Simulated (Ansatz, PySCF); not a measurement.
H2Be, triplet, geometry from GFN2-xTB (such geometries of metal compounds can be far from the true shape) (a higher spin typed on purpose: for a closed-shell molecule this is an excited state). Base run: WB97X/STO-3G in PySCF.

Input for PySCF:
```python
from pyscf import gto, scf, dft

mol = gto.M(
    atom='''
Be   -0.053150    0.269407    0.240314
H     0.485916   -1.040448    0.165693
H    -0.273315   -0.037181   -1.126950
''',
    basis='sto-3g',
    charge=0,
    spin=2,
    verbose=4,
)

mf = dft.UKS(mol)
mf.xc = 'wb97x'
mf.kernel()
```

The same geometry, method and basis name were run in Ansatz (a program for electronic structure) and PySCF, at each program's defaults and at the settings that a row names. The base is PySCF at its defaults. Differences at the defaults can come from grids, fitting, cores and function types together.

| code and settings | ΔE vs base (µEh) | basis functions | E (Eh) | SCF cycles | dipole (D) |
|---|---|---|---|---|---|
| PySCF, defaults (exact integrals, its default grid, spherical functions) | 0.0 | 7 | -15.52764 | 9 | 0.85 |
| Ansatz, defaults (factorised integrals, its default grid, spherical functions) | -4.4 | 7 | -15.52764 | - | - |
| PySCF, density fitting with def2-universal-jkfit | -289 | 7 | -15.52793 | 9 | 0.85 |
| PySCF, fine grid | 2.1 | 7 | -15.52763 | 9 | 0.85 |
| Ansatz, high accuracy | 1.6 | 7 | -15.52763 | - | - |

Open shells are given as the SCF converged; they aren't shown to be the lowest states, and a large step between rows can be another state.
